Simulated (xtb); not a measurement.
CdH2O2, SMILES [OH][Cd][OH]. All values are semi-empirical tight-binding results from xtb (GFN2-xTB unless named), good for trends rather than for accurate numbers. Geometry: GFN2-xTB. The values are those of a single conformer.

Optimised geometry:

Bonds (Å): Cd1–O2 1.916, Cd1–O4 1.916, O2–H3 0.961, O4–H5 0.961. Bond angles (°): O2–Cd1–O4 132.9, Cd1–O2–H3 116.2, Cd1–O4–H5 116.2.
Charge 0, spin multiplicity 1.

For metal compounds this method's bond lengths and energies can be far off.

- point group as xtb finds it = C2v
- orbital gap = 3.72 eV
- zero-point energy = 14.1 kcal/mol
- G − E(el) at 298.15 K (modified RRHO) = -3.8 kcal/mol

Give the atomic charges and the Wiberg bond orders between heavy atoms. (The exact figures need the calculation; the answer reports its results.)

charges (e) Cd1 0.49, O2 -0.55, H3 0.30, O4 -0.55, H5 0.30. Bond orders Cd1–O2 0.90, Cd1–O4 0.90.
